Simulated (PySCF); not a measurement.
# Ionisation energy of Br by level of theory

Br [Ar] 3d10 4s2 4p5 [4p1/2^2 4p3/2^3, M_J = 3/2] → Br+ [Ar] 3d10 4s2 4p4 [4p1/2^2 4p3/2^2, M_J = 2], as a difference of total energies. Calculation: PySCF 2.14, in x2c-TZVPPall-2c with one added diffuse shell each of s, p, d type (7s8p5d1f, 63 functions); the two-component X2C-1e Hamiltonian. Correlated levels: [Ar] frozen; the 6 highest virtual spinors dropped. "Screened" scales the spin-orbit matrix elements by Boettger's factors to mimic the two-electron term; Breit and QED terms are absent.

| method | ionisation energy (eV) |
| --- | --- |
| GHF (screened spin-orbit) | 10.672 |
| GMP2 (screened spin-orbit) | 11.557 |
| GCCSD (screened spin-orbit) | 11.530 |
| GCCSD(T) (screened spin-orbit) | 11.569 |

How much does correlation contribute at GCCSD(T) (screened spin-orbit)?

11.569 − (10.672) = 0.897 eV, measured against GHF (screened spin-orbit).

Errors of the correlated levels include the incompleteness of this basis and the frozen core.

The labels give the starting determinants; with spin-orbit coupling the two ends relaxed to ⟨J²⟩ = 3.76, ⟨L²⟩ = 2.01, ⟨S²⟩ = 0.76 and ⟨J²⟩ = 6.02, ⟨L²⟩ = 2.11, ⟨S²⟩ = 1.96.

For comparison: 11.814 eV (measured; NIST Atomic Spectra Database, ionization energies).
